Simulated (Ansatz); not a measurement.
Total energies of SeS₃⁻ (the lowest doublet isomer of a short search) from Ansatz at PBE0-D4/def2-TZVPD, gas phase (1 Eh = 27.2114 eV = 2625.5 kJ/mol). The reference geometry is relaxed at r2SCAN-D4/def2-SVPD.

```xyz
4

S    -2.651    0.228   -0.375
S     0.904   -0.151   -0.730
S     2.596   -0.221    0.345
Se   -0.850    0.144    0.759
```

| state | geometry | energy (Eh) |
| --- | --- | --- |
| charge -1 doublet | reference | -3595.57595 |
| charge 0 singlet | reference | -3595.45825 |
| charge -1 quartet | relaxed at r2SCAN-D4/def2-SVPD | -3595.54693 |

Other spin states of the ions weren't run at this level and may lie lower.

**Question.** Work out the vertical ionisation energy to the singlet.

**Answer.** E(charge 0 singlet) − E(charge -1 doublet) = -3595.45825 − (-3595.57595) = 0.11770 Eh = 3.20 eV. For comparison, −ε of the highest occupied level of the spin that leaves is 1.47 eV at this level, 1.73 eV less.

**Question.** Which of the charge -1 states is lowest, and how far above it are the others?

**Answer.** The doublet. quartet: -3595.54693 − (-3595.57595) = 0.02902 Eh = 76.2 kJ/mol. The quartet has fallen apart, so its energy is that of loose fragments and no spin gap. The quartet differs in its bonds from the reference.

At PBE0-D4/def2-TZVPD the highest occupied level of the doublet has β spin (-1.28 eV), and emptying it gives a triplet, which wasn't run; the ionisation energy to the singlet shown is then probably not the lowest one.

The structure comes from a short search, and lower isomers may exist.
